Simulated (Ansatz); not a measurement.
CH4AlClO2, SMILES `C[O][Al]([OH])[Cl]`, one more setting.

```yaml
crystal:
  periodic: [false, false, false]
  atoms:
    - {symbol: C, position_ang: [0.136321, -1.507736, -0.806361]}
    - {symbol: O, position_ang: [-0.106852, -0.656441, 0.277252]}
    - {symbol: Al, position_ang: [-0.073072, 0.991076, 0.530184]}
    - {symbol: O, position_ang: [-0.455548, 1.583483, 2.055732]}
    - {symbol: Cl, position_ang: [0.438126, 2.284088, -1.033408]}
    - {symbol: H, position_ang: [0.424496, -0.961142, -1.711608]}
    - {symbol: H, position_ang: [0.940890, -2.206121, -0.556692]}
    - {symbol: H, position_ang: [-0.762280, -2.090985, -1.029467]}
    - {symbol: H, position_ang: [-0.453681, 2.517579, 2.257267]}
basis:
  gaussian: {orbitals: pcseg-2, fitting: {mean_field: cc-pVTZ-jkfit}}
magnetization: {spin_polarized: true, initial_magnetization: 0}
hamiltonian: {xc: {name: r2SCAN}}
scf: {lower_state_search: light}
output: {forces: true}
```

```sh
$ ansatz run in.yaml --threads 4 --pin off --events-out ev --progress --plain --max-ram 10444MiB
```

Shortened log:

```
Functional definition: r2SCAN
599 factors; integrals over basis functions are off by at most 9.4e-1 eV
mean field evaluation 1: about -24305.5984 eV, gradient 6.3e1 eV
mean field evaluation 2: about -24253.7504 eV, gradient 1.3e2 eV
mean field evaluation 4: about -24319.3354 eV, gradient 8.2e0 eV
mean field evaluation 8: about -24319.5939 eV, gradient 5.3e-2 eV
mean field evaluation 16: about -24319.5954 eV, gradient 3.3e-5 eV
mean field -24319.59544202 eV, -893.7286480804 hartree, gradient 3.3e-5 eV, S^2 0.000000; 0 other end points of the search recorded, 0 dependent functions left out
reference -24319.59546200 eV, -893.7286488148 hartree; 28, 28 occupied and 186, 186 virtual orbitals, 599 factors
Total energy: -24319.59546200 eV, -893.7286488148 hartree
Atom 0 at     0.136321    -1.507736    -0.806361 Å, force     0.051527    -0.231316    -0.243888 eV/Å
Atom 1 at    -0.106852    -0.656441     0.277252 Å, force    -0.048048     0.182928     0.218291 eV/Å
Atom 2 at    -0.073072     0.991076     0.530184 Å, force     0.007075     0.010781    -0.023178 eV/Å
Atom 3 at    -0.455548     1.583483     2.055732 Å, force     0.009421     0.026900    -0.030181 eV/Å
Atom 4 at     0.438126     2.284088    -1.033408 Å, force    -0.006922    -0.018554     0.021002 eV/Å
Atom 5 at     0.424496    -0.961142    -1.711608 Å, force    -0.005208    -0.010379     0.016580 eV/Å
Atom 6 at     0.940890    -2.206121    -0.556692 Å, force    -0.028488     0.024279    -0.008345 eV/Å
Atom 7 at    -0.762280    -2.090985    -1.029467 Å, force     0.031796     0.019298     0.007887 eV/Å
Atom 8 at    -0.453681     2.517579     2.257267 Å, force    -0.011152    -0.003936     0.041832 eV/Å
Dipole moment:     0.017664     0.026752    -0.060609 e Å
```

Hardware: 4 threads of an Intel Xeon on a shared host. Wall time 3.6 s, peak host memory 0.45 GiB.
